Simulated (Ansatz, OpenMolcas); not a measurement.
**Abstraction of Cl: SiCl4 + GaH(CH3) → SiCl3 + GaH(CH3)Cl**

Species: SiCl4 (silicon tetrachloride) `Cl[Si](Cl)(Cl)Cl`, singlet; GaH(CH3), doublet; SiCl3 `Cl[Si](Cl)Cl`, doublet; GaH(CH3)Cl, singlet. A radical takes Cl: the energy is the difference in strength between the Si–Cl bond broken and the Ga–Cl bond made.

Shapes, held fixed at every level: PBE0-D4/def2-TZVP. Programs: Ansatz 0.2.0, OpenMolcas 26.06. A level may come from different programs for different species; with the same settings they agree closely. Electronic energies: no zero-point or thermal term.

```tsv
level	kind	ΔE (kJ/mol)
HF/STO-3G	Hartree–Fock	+206.2
HF/3-21G	Hartree–Fock	-141.9
HF/def2-SVP	Hartree–Fock	-19.3
PBE0/def2-SVP	global hybrid	-16.5
B3LYP/6-31G* (Cartesian functions)	global hybrid	-23.0
```

B3LYP/6-31G* (Cartesian functions) gives ΔE = -23.0 kJ/mol; the levels span -141.9 to +206.2. They disagree on the sign: 1 of 5 are positive. The median of the levels is -19.3. No measured value is set beside it here. Spin contamination: GaH(CH3) (⟨S²⟩ up to 1.33). Open shells run unrestricted. Relativity is left out for Ga. Rows in sets without polarisation functions are far from converged.
